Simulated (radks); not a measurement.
Results of a calculation; reference values are marked as such.
Mean orbital radii <r> (bohr) of the antimony ion Sb+, [Kr] 4d10 5s2 5p2, at several levels of relativity; Dirac values are averaged over j with weights 2j + 1. Spin-unpolarised spherical Kohn-Sham, BLYP, point nucleus unless stated (finite: rms radius 4.6802 fm), a radial shooting solver on a logarithmic mesh with Libxc functionals. A level marked "c x" has the speed of light scaled by that factor and shares open shells by 2j + 1; other Dirac levels either fill j = l - 1/2 first or share by 2j + 1.

shell,non-rel.,"Dirac, 2j+1 shares","Dirac, c x 0.75","Dirac, c x 2","change of magnitude, last against first (%)"
1s,0.02982,0.02842,0.02725,0.02948,-1.14
2s,0.1287,0.1222,0.1169,0.1271,-1.23
2p,0.1097,0.1069,0.1047,0.1090,-0.62
3s,0.3441,0.3303,0.3190,0.3407,-0.97
3p,0.3348,0.3284,0.3233,0.3332,-0.47
3d,0.3056,0.3055,0.3056,0.3056,-0.01
4s,0.8208,0.7906,0.7656,0.8134,-0.90
4p,0.8651,0.8518,0.8412,0.8618,-0.38
4d,1.021,1.030,1.038,1.023,+0.21
5s,2.239,2.157,2.087,2.220,-0.89
5p,2.700,2.679,2.662,2.695,-0.19
